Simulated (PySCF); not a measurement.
**Br¹⁵⁺: ionisation energy**

Br¹⁵⁺ [Ar] 3d2 [3d3/2^2, M_J = 2] → Br¹⁶⁺ [Ar] 3d1 [3d3/2^1, M_J = 3/2], as a difference of total energies. Computed with PySCF 2.14 in an even-tempered Gaussian basis (17 s from 1.3 bohr⁻², ratio 2.8; 12 p from 1.7 bohr⁻², ratio 2.8; 8 d from 1.7 bohr⁻², ratio 2.8; 4 f from 5.5 bohr⁻², ratio 3), with the two-component X2C-1e Hamiltonian. Correlated levels: [Ne] frozen; the 76 highest virtual spinors dropped. "Screened" scales the spin-orbit matrix elements by Boettger's factors to mimic the two-electron term; Breit and QED terms are absent.

| method | ionisation energy (eV) |
| --- | --- |
| GHF (spin-free) | 530.05 |
| GMP2 (spin-free) | 530.23 |
| GHF (screened spin-orbit) | 530.30 |
| GMP2 (screened spin-orbit) | 530.47 |

Breit and QED terms and the two-electron picture change are absent.

The spin-free rows relax to the high-spin LS determinant and lack the spin-orbit shift.

The labels give the starting determinants; with spin-orbit coupling the two ends relaxed to ⟨J²⟩ = 6.83, ⟨L²⟩ = 11.70, ⟨S²⟩ = 1.90 and ⟨J²⟩ = 3.75, ⟨L²⟩ = 6.00, ⟨S²⟩ = 0.75.

The determinant of Br¹⁵⁺ mixes levels of different J (the jj label is only the starting occupation), so the difference between spin-free and spin-orbit rows is not the physical spin-orbit shift.

For comparison: 530 ± 3 eV (theoretical estimate listed by NIST; NIST Atomic Spectra Database, ionization energies).
